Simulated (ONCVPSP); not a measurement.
# Reading a pseudo-wave (rubidium)

Columns: radius, all-electron u(r) and pseudo u(r) of the 4p shell (level -21.65 eV) of rubidium in the configuration [Ar] 3d10 4s2 4p6; PBE, scalar-relativistic, ONCV scheme, ONCVPSP 4.0.1.

```tsv
r (bohr)	all-electron	pseudo
0.113	0.2328	0.0125
0.225	-0.1385	0.0485
0.338	-0.3892	0.1064
0.450	-0.3598	0.1821
0.563	-0.1670	0.2731
0.675	0.0752	0.3726
0.788	0.3081	0.4761
0.900	0.5002	0.5744
1.013	0.6474	0.6629
1.125	0.7489	0.7355
1.238	0.8118	0.7903
1.350	0.8416	0.8241
1.463	0.8459	0.8364
1.575	0.8309	0.8276
1.688	0.8018	0.8012
1.800	0.7633	0.7633
1.913	0.7185	0.7185
2.025	0.6708	0.6708
2.138	0.6212	0.6212
2.250	0.5723	0.5723
2.363	0.5242	0.5242
2.475	0.4785	0.4785
2.588	0.4349	0.4349
2.700	0.3944	0.3944
2.813	0.3565	0.3565
2.925	0.3218	0.3218
```

(1) How many radial nodes do the two functions have?

(2) At about which radius was the pseudo-wave matched?

(3) Where does each function peak?

(4) Is the pseudo-wave norm-conserving?

## Answers

(1) The all-electron 4p function has n − l − 1 = 2; the pseudo-wave has 0, since the states of the same l below it are removed with the core.

(2) 1.85 bohr, where the columns begin to agree (steps of 0.11 bohr).

(3) Outermost all-electron maximum near 1.46 bohr, pseudo maximum near 1.46 bohr (to the table’s step).

(4) Yes: the ONCV scheme keeps the norm inside the radius equal to the all-electron one, which fixes the energy derivative of the logarithmic derivative at the level.
